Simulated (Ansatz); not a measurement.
A made-up structure of LiAlIF, singlet:

```xyz
4
angstrom
Li -3.4709 -0.0048 0.6011
Al -0.2163 -0.0689 0.0211
F -1.8412 0.0414 -0.3351
I 1.0283 1.7523 -1.2697
```

It is relaxed with PBE-D4/def2-SVP and then PBE0-D4/def2-TZVP (Ansatz 0.2.0). Atoms count as bonded within 1.22 times the sum of their covalent radii (H–H: 0.88 Å). The end point is not checked to be a true minimum.

Does its bonding change? (A judgement: the text doesn't fix the answer.)

The calculation gives: Yes. Formed: Li1–Al2; broken: none.

Where it ends: The first stage lowers the energy by 0.66 eV in 9 steps. It ends as LiAlIF ([I][Al]1[Li][F]1):
```
4
angstrom
Li -2.9348 -0.4721 0.6203
Al -0.5283 0.0909 0.1196
F -2.1585 0.6211 -0.4731
I 1.1217 1.4800 -1.2492
```

Labels in which every atom is bracketed show which atoms are joined, not bond orders.

For scale, one of the runs: PBE0-D4/def2-TZVP relaxation, 132 basis functions, launched by `ansatz run in.yaml --threads 2 --pin off --events-out ev --progress --plain --max-ram 4352MiB`. The run took about 21 s on 2 CPU threads of an Arm Neoverse V1 (shared host).
